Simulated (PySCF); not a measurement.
**`InChI=1S/C5H4O2/c6-3-5-1-2-7-4-5/h1-4H`**

Geometry (Å), atoms numbered from 1 in this order:
```xyz
11

O    -2.603    0.978    0.306
C    -1.878    0.115   -0.119
C    -0.430    0.094    0.010
C     0.471   -0.902   -0.474
C     1.711   -0.485   -0.114
O     1.646    0.686    0.551
C     0.365    1.033    0.625
H    -2.284   -0.762   -0.661
H     0.214   -1.792   -1.010
H     2.684   -0.909   -0.264
H     0.110    1.947    1.124
```

Computed with PySCF, GIAO HF/pcSseg-1 magnetisability, rotational g tensor and spin-rotation constants, non-relativistic, gas phase. Geometry: GFN2-xTB.

Q: How diamagnetic is it, and how anisotropic?

A: Isotropic -836 × 10⁻³⁰ J/T², or -50.3 × 10⁻⁶ cm³/mol; principal values -1359, -601, -548 × 10⁻³⁰ J/T², anisotropy 786 × 10⁻³⁰ J/T² (root of half the summed squared differences of the principal values). The susceptibility is in cgs units.

Q: Split it along the inertial axes a, b, c into diamagnetic and paramagnetic parts about the centre of mass, with the quadrupole moment.

A: 
```csv
axis,χ (10⁻⁶ cm³/mol),diamagnetic (10⁻⁶ cm³/mol),paramagnetic (10⁻⁶ cm³/mol),summed x² of all electrons (Å²),quadrupole Θ (D Å)
a,-35.5,-222.6,187.1,142.7,-8.62
b,-33.7,-642.5,608.9,43.7,+9.70
c,-81.9,-790.6,708.7,8.8,-1.07
```
Anisotropies 2χaa − χbb − χcc = +44.5 and 2χbb − χaa − χcc = +50.1 × 10⁻⁶ cm³/mol. Θ is traceless in Buckingham's convention.

Q: And the rotational g tensor?

A: 
| axis | rotational constant (GHz) | g | nuclear part | electronic part |
| --- | --- | --- | --- | --- |
| a | 8.3126 | -0.1277 | 0.6030 | -0.7307 |
| b | 2.0005 | -0.0426 | 0.5296 | -0.5722 |
| c | 1.6124 | +0.0069 | 0.5438 | -0.5369 |

Asymmetric top; isotopes 12C, 1H, 16O; no vibrational averaging.
